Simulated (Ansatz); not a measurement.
Start from `[CH3][Al]([OH])[Br]` and change one atom or group to get `C[O][Al]([CH3])[OH]`.

Ansatz, PBE0-D4/def2-TZVP geometries, multiplicity 1. Each molecule was computed in one conformer, which needn't be the lowest.

Scalar relativity is left out up to krypton.

```
                                                                                  property  `[CH3][Al]([OH])[Br]`
                                            size of the dipole moment (PBE/def2-TZVPP) / D                   0.80
                                                     HOMO energy (ωB97M-V/def2-TZVPP) / eV                 -10.55
ideal-gas entropy at 298 K and 1 bar (rigid rotor, harmonic PBE0-D4/def2-TZVP) / J/(mol·K)                    351
                                                   HOMO–LUMO gap (ωB97M-V/def2-TZVPP) / eV                  11.73
                                                       HOMO energy (B3LYP/def2-TZVPP) / eV                  -8.07
                                                     LUMO energy (ωB97M-V/def2-TZVPP) / eV                   1.18
```

(1) What does the change do to each property? (Best estimate.)

## Answers

(1) Ansatz gave: 
```json
{"property": "size of the dipole moment (PBE/def2-TZVPP) / D", "`C[O][Al]([CH3])[OH]`": "1.10", "shift": "0.30"}
{"property": "HOMO energy (ωB97M-V/def2-TZVPP) / eV", "`C[O][Al]([CH3])[OH]`": "-10.31", "shift": "0.24"}
{"property": "ideal-gas entropy at 298 K and 1 bar (rigid rotor, harmonic PBE0-D4/def2-TZVP) / J/(mol·K)", "`C[O][Al]([CH3])[OH]`": "385", "shift": "34"}
{"property": "HOMO–LUMO gap (ωB97M-V/def2-TZVPP) / eV", "`C[O][Al]([CH3])[OH]`": "11.81", "shift": "0.08"}
{"property": "HOMO energy (B3LYP/def2-TZVPP) / eV", "`C[O][Al]([CH3])[OH]`": "-7.73", "shift": "0.34"}
{"property": "LUMO energy (ωB97M-V/def2-TZVPP) / eV", "`C[O][Al]([CH3])[OH]`": "1.49", "shift": "0.31"}
```

The zero-point energy changes by 107.0 kJ/mol with +12 modes. Dipoles are sizes alone; their direction can turn. Modes under 60 cm⁻¹, often nearly free rotors, make the harmonic entropy too high.

B3LYP here is the variant with VWN-RPA as its local correlation; programs differ in this.

Spin–orbit coupling is left out; it splits and shifts lone-pair levels of the heavy atoms by tenths of an eV.
